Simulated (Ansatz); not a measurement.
## CHI3 (iodoform): entropy by statistical mechanics

A singlet with charge 0, relaxed at PBE0-D4/def2-TZVP (core potential) (Ansatz 0.2.0):

```xyz
5

I    -0.6902    1.3778    1.4200
C     0.0623    0.0802   -0.0908
I     1.5543   -1.2516    0.6394
I    -1.4841   -0.9239   -1.1553
H     0.5577    0.7176   -0.8133
```

Harmonic wavenumbers in cm⁻¹: 103, 103, 159, 445, 606, 606, 1097, 1097, 3196.

Masses in u: I 126.904, C 12.011, H 1.008. Take T = 298.15 K, p = 1 bar, R = 8.3145 J/(mol K), kT/hc = 207.22 cm⁻¹, rigid rotor and harmonic oscillator.

Compute the standard molar entropy.


1. Translation (Sackur–Tetrode): S = R[3/2 ln M + 5/2 ln T − 1.1517] with M = 393.731 gives 183.4 J/(mol K).
2. Rotation: principal moments 803.736, 803.789, 1593.971 u Å² give A, B, C = 0.021, 0.021, 0.0106 cm⁻¹; the symmetry number is σ = 3; q = (√π/σ)√((kT/hc)³/ABC) = 815134; S = R(ln q + 3/2) = 125.6.
3. Vibration: with u = ν̃/207.22, each mode gives R[u/(eᵘ − 1) − ln(1 − e⁻ᵘ)]; the sum is 46.7, most from 103 cm⁻¹ (14.2), 103 cm⁻¹ (14.2), 159 cm⁻¹ (10.7).
4. Electronic: R ln 1 = 0.0, from the spin multiplicity alone.
5. Sum: 183.4 + 125.6 + 46.7 + 0.0 = 355.7 J/(mol K).

The tabulated value is 356.2 J/(mol K) (CRC Handbook of Chemistry and Physics): the model is off by -0.5.
